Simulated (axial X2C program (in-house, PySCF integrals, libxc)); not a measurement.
**Ionising NaBe**

All values come from calculations with an in-house all-electron X2C program for linear molecules (integrals from PySCF), spin-free (one-electron X2C) or two-component (2c: spin–orbit coupling with atomic mean-field Coulomb and Gaunt terms, which also bring small scalar terms), in Dyall basis sets with cores contracted in-house; open shells are unrestricted.

Basis sets: Be dyall-cv3z, Na dyall-cv3z. Frozen shells (counts by l): NaBe Na 1s, Be 1s, 11 electrons correlated; NaBe⁺ Na 1s, Be 1s, 10 electrons correlated. Where the outer core of a metal is frozen, bonds come out longer and ionisation energies lower.

| Hamiltonian | level | NaBe state | Re (Å) | ωe (cm⁻¹) | De (eV) |
| --- | --- | --- | --- | --- | --- |
| spin-free | HF | M_S = 1/2, Λ = 0 | 3.240 | 116.9 | 0.06 |
| spin-free | PBE0 | M_S = 1/2, Λ = 0 | 2.890 | 223.0 | 0.36 |
| spin-free | MP2 | M_S = 1/2, Λ = 0 | 2.910 | 191.0 | 0.02 |
| spin-free | CCSD | M_S = 1/2, Λ = 0 | 3.016 | 154.4 | 0.10 |
| spin-free | CCSD(T) | M_S = 1/2, Λ = 0 | 2.974 | 169.7 | 0.13 |
| 2c | HF | Ω = 1/2 | 3.240 | 116.9 | 0.06 |
| 2c | PBE0 | Ω = 1/2 | 2.890 | 223.0 | 0.36 |
| 2c | MP2 | Ω = 1/2 | 2.910 | 191.0 | 0.02 |

Adiabatic ionisation energy (minimum to minimum, no zero-point term) and constants of NaBe⁺:

```json
{"Hamiltonian": "spin-free", "level": "HF", "NaBe⁺ state": "M_S = 0, Λ = 0", "IE (eV)": "4.64", "Re (Å)": "3.049", "ωe (cm⁻¹)": "190.5", "De (eV)": "0.38", "fragments": "Na+ + Be"}
{"Hamiltonian": "spin-free", "level": "PBE0", "NaBe⁺ state": "M_S = 0, Λ = 0", "IE (eV)": "5.19", "Re (Å)": "2.938", "ωe (cm⁻¹)": "212.0", "De (eV)": "0.48", "fragments": "Na+ + Be"}
{"Hamiltonian": "spin-free", "level": "MP2", "NaBe⁺ state": "M_S = 0, Λ = 0", "IE (eV)": "4.71", "Re (Å)": "2.968", "ωe (cm⁻¹)": "203.2", "De (eV)": "0.41", "fragments": "Na+ + Be"}
{"Hamiltonian": "spin-free", "level": "CCSD", "NaBe⁺ state": "M_S = 0, Λ = 0", "IE (eV)": "4.83", "Re (Å)": "2.983", "ωe (cm⁻¹)": "198.3", "De (eV)": "0.39", "fragments": "Na+ + Be"}
{"Hamiltonian": "spin-free", "level": "CCSD(T)", "NaBe⁺ state": "M_S = 0, Λ = 0", "IE (eV)": "4.86", "Re (Å)": "2.972", "ωe (cm⁻¹)": "200.3", "De (eV)": "0.39", "fragments": "Na+ + Be"}
{"Hamiltonian": "2c", "level": "HF", "NaBe⁺ state": "Ω = 0", "IE (eV)": "4.64", "Re (Å)": "3.049", "ωe (cm⁻¹)": "190.5", "De (eV)": "0.38", "fragments": "Na+ + Be"}
{"Hamiltonian": "2c", "level": "PBE0", "NaBe⁺ state": "Ω = 0", "IE (eV)": "5.19", "Re (Å)": "2.939", "ωe (cm⁻¹)": "211.9", "De (eV)": "0.48", "fragments": "Na+ + Be"}
{"Hamiltonian": "2c", "level": "MP2", "NaBe⁺ state": "Ω = 0", "IE (eV)": "4.71", "Re (Å)": "2.968", "ωe (cm⁻¹)": "203.2", "De (eV)": "0.41", "fragments": "Na+ + Be"}
```

(1) Add the zero-point terms to the ionisation energy at MP2, 2c, and say whether the electron removed was bonding.

(2) Close the cycle De(NaBe⁺) + IE(NaBe) = De(NaBe) + IE(Na) to find the atomic ionisation energy at MP2, 2c.

Each entry is the lowest single determinant of a limited PBE0 search at one distance. De goes to single-determinant-based atoms at the same level (for ions the charge split of lowest energy) and is withheld (n/a) where an atom does not fit its ground term or J level. Main or longest-lived isotopes. One determinant is a doubtful description, or other states lie close, for NaBe; these need not be ground states, and all values refer to the states named.

Answers

(1) IE0 = IE + (ωe⁺ − ωe)/2 = 4.71 + (0.001) = 4.71 eV. Re changes by 0.058 Å, so the bond lengthens, as on loss of a bonding electron.

(2) IE(Na) = 0.41 + 4.71 − 0.02 = 5.10 eV, for the determinants used.
